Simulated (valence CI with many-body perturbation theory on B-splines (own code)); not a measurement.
Au IX: E2, M1 decay

Method: valence CI with perturbative core correlation (CI+MBPT): three valence electrons over a frozen Dirac-Fock core [Xe] 4f14, a basis of 9 s, 9 p, 10 d, 8 f, 5 g, 3 h, 1 i functions for each j, with the one-electron correlation potential Σ1 (screened to all orders), the two-electron term Σ2, the three-electron term Σ3, Breit, model QED; selected single and double excitations, second order for the rest, scaled by the run's own slope (own B-spline code, finite nucleus).

No measured levels were compared; by estimate terms of the open shell hold to 2 to 4 % of their energy, and close levels can change places; different configurations can be misplaced against each other by 1,000 to 8,000 cm⁻¹. Core correlation moves these levels by up to 15000 cm⁻¹, and in measured spectra 5 to 20 % of such shifts remained as error; rates that hang on mixing are uncertain with them. The list stops below the first excitations out of the core.

Lines 51 to 100 of 120 in falling wavelength, among levels below 344310 cm⁻¹, chosen from the decays that carry over 1 % of a level's rate. Wavelengths and rates use the calculated energies, so an error of 2000 cm⁻¹ moves a line at 2537 Å by 5.1 % and its rate by three times that or more. Electric multipoles are in the length gauge, E1 and E2 with the static RPA response of the core. Weak lines are less certain than strong ones. Lines between different terms over intervals too small for the method are left out, as are lines whose strength nearly cancels.

Levels are named by their leading jj configuration (3d3/2^4 stands for four electrons in 3d with j = 3/2), which in mixed levels can hold well under half, so a name can repeat and another be missing. Letters in brackets count levels of one name in rising energy.

```csv
λ vac (Å),Upper,Lower,Type,A (s⁻¹),Branch %
2537,(5d3/2 5d5/2^2) J=3/2 [b],(5d3/2 5d5/2^2) J=1/2,M1,2.59e+01,6.8
2521,(5d3/2 5d5/2^2) J=7/2 [b],(5d3/2^2 5d5/2) J=7/2,M1,1.83e+01,18.2
2487,(5d5/2^3) J=9/2,(5d3/2^2 5d5/2) J=7/2,M1,1.82e+01,6.2
2424,(5d3/2 5d5/2^2) J=5/2 [b],(5d3/2^2 5d5/2) J=5/2,M1,2.09e+01,13.7
2410,(5d3/2 5d5/2^2) J=3/2 [b],(5d3/2 5d5/2^2) J=3/2 [a],M1,5.36e+01,14.1
2293,(5d5/2^3) J=3/2,(5d3/2^2 5d5/2) J=3/2,M1,2.03e+01,6.1
2251,(5d3/2 5d5/2^2) J=3/2 [a],(5d3/2^3) J=3/2,M1,2.88e+01,8.4
2210,(5d5/2^3) J=5/2,(5d3/2 5d5/2^2) J=3/2 [a],M1,1.71e+02,26.3
2151,(5d3/2 5d5/2^2) J=1/2,(5d3/2^3) J=3/2,M1,4.28e+00,2.4
2117,(5d3/2 5d5/2^2) J=3/2 [b],(5d3/2 5d5/2^2) J=5/2 [a],M1,9.44e+00,2.5
2105,(5d3/2 5d5/2^2) J=7/2 [b],(5d3/2^2 5d5/2) J=5/2,M1,1.22e+01,12.1
2033,(5d3/2 5d5/2^2) J=3/2 [b],(5d3/2 5d5/2^2) J=7/2 [a],E2,1.53e+01,4.0
1961,(5d5/2^3) J=5/2,(5d3/2 5d5/2^2) J=5/2 [a],M1,1.13e+02,17.3
1889,(5d5/2^3) J=5/2,(5d3/2 5d5/2^2) J=7/2 [a],M1,6.56e+01,10.1
1888,(5d5/2^3) J=3/2,(5d3/2^2 5d5/2) J=5/2,M1,6.14e+01,18.4
1867,(5d3/2 5d5/2^2) J=5/2 [b],(5d3/2^3) J=3/2,M1,4.44e+00,2.9
1744,(5d3/2 5d5/2^2) J=5/2 [c],(5d3/2^3) J=3/2,M1,2.13e+01,19.8
1744,(5d3/2 5d5/2^2) J=5/2 [c],(5d3/2^3) J=3/2,E2,2.36e+00,2.2
1653,(5d3/2 5d5/2^2) J=3/2 [b],(5d3/2^2 5d5/2) J=1/2,M1,1.21e+01,3.2
1557,(5d3/2 5d5/2^2) J=3/2 [b],(5d3/2^2 5d5/2) J=3/2,M1,3.34e+01,8.8
1557,(5d3/2 5d5/2^2) J=3/2 [b],(5d3/2^2 5d5/2) J=3/2,E2,4.98e+00,1.3
1532,(5d5/2^3) J=3/2,(5d3/2^3) J=3/2,M1,7.82e+00,2.4
1521,(5d3/2 5d5/2^2) J=3/2 [b],(5d3/2^2 5d5/2) J=7/2,E2,8.39e+00,2.2
1515,(5d5/2^3) J=5/2,(5d3/2^2 5d5/2) J=9/2,E2,8.95e+00,1.4
1438,(5d5/2^3) J=5/2,(5d3/2^2 5d5/2) J=7/2,M1,2.39e+01,3.7
1359,(5d3/2 5d5/2^2) J=3/2 [b],(5d3/2^2 5d5/2) J=5/2,M1,3.32e+01,8.7
539.7,(5d3/2^2 6s) J=1/2,(5d3/2 5d5/2^2) J=5/2 [c],E2,2.16e+03,1.7
538.0,(5d3/2^2 6s) J=5/2,(5d3/2 5d5/2^2) J=9/2,E2,2.04e+03,1.9
535.8,(5d3/2 5d5/2 6s) J=5/2 [a],(5d3/2 5d5/2^2) J=5/2 [c],E2,2.59e+03,2.0
528.9,(5d3/2^2 6s) J=1/2,(5d3/2 5d5/2^2) J=5/2 [b],E2,4.00e+03,3.2
527.5,(5d3/2 5d5/2 6s) J=9/2,(5d3/2 5d5/2^2) J=7/2 [b],E2,1.74e+03,1.6
526.8,(5d3/2 5d5/2 6s) J=7/2 [a],(5d3/2 5d5/2^2) J=11/2,E2,3.15e+03,3.1
513.7,(5d3/2 5d5/2 6s) J=7/2 [a],(5d3/2 5d5/2^2) J=3/2 [a],E2,2.02e+03,2.0
512.4,(5d3/2^2 6s) J=3/2,(5d3/2^2 5d5/2) J=1/2,E2,8.57e+03,9.6
506.3,(5d3/2 5d5/2 6s) J=5/2 [a],(5d3/2 5d5/2^2) J=1/2,E2,3.75e+03,2.8
502.7,(5d3/2^2 6s) J=3/2,(5d3/2^2 5d5/2) J=3/2,E2,1.12e+04,12.5
502.3,(5d3/2^2 6s) J=5/2,(5d3/2^2 5d5/2) J=1/2,E2,1.36e+03,1.2
501.1,(5d3/2 5d5/2 6s) J=5/2 [a],(5d3/2 5d5/2^2) J=3/2 [a],E2,1.54e+04,11.7
499.6,(5d3/2 5d5/2 6s) J=9/2,(5d3/2 5d5/2^2) J=11/2,E2,9.90e+03,9.2
499.0,(5d3/2 5d5/2 6s) J=7/2 [a],(5d3/2 5d5/2^2) J=5/2 [a],E2,3.85e+03,3.7
499.0,(5d3/2 5d5/2 6s) J=7/2 [a],(5d3/2 5d5/2^2) J=9/2,E2,1.02e+04,9.9
498.9,(5d3/2^2 6s) J=3/2,(5d3/2^2 5d5/2) J=7/2,E2,7.92e+03,8.9
497.8,(5d3/2^2 6s) J=5/2,(5d3/2^2 5d5/2) J=9/2,E2,2.14e+04,19.6
494.2,(5d3/2 5d5/2 6s) J=7/2 [a],(5d3/2 5d5/2^2) J=7/2 [a],E2,6.59e+03,6.4
493.0,(5d3/2^2 6s) J=5/2,(5d3/2^2 5d5/2) J=3/2,E2,6.55e+03,6.0
490.3,(5d3/2^2 6s) J=1/2,(5d3/2 5d5/2^2) J=5/2 [a],E2,3.90e+04,31.4
489.3,(5d3/2^2 6s) J=5/2,(5d3/2^2 5d5/2) J=7/2,E2,2.26e+04,20.7
487.0,(5d3/2 5d5/2 6s) J=5/2 [a],(5d3/2 5d5/2^2) J=5/2 [a],E2,1.68e+03,1.3
487.0,(5d3/2 5d5/2 6s) J=5/2 [a],(5d3/2 5d5/2^2) J=9/2,E2,1.74e+04,13.2
482.4,(5d3/2 5d5/2 6s) J=5/2 [a],(5d3/2 5d5/2^2) J=7/2 [a],E2,3.66e+04,27.7
```
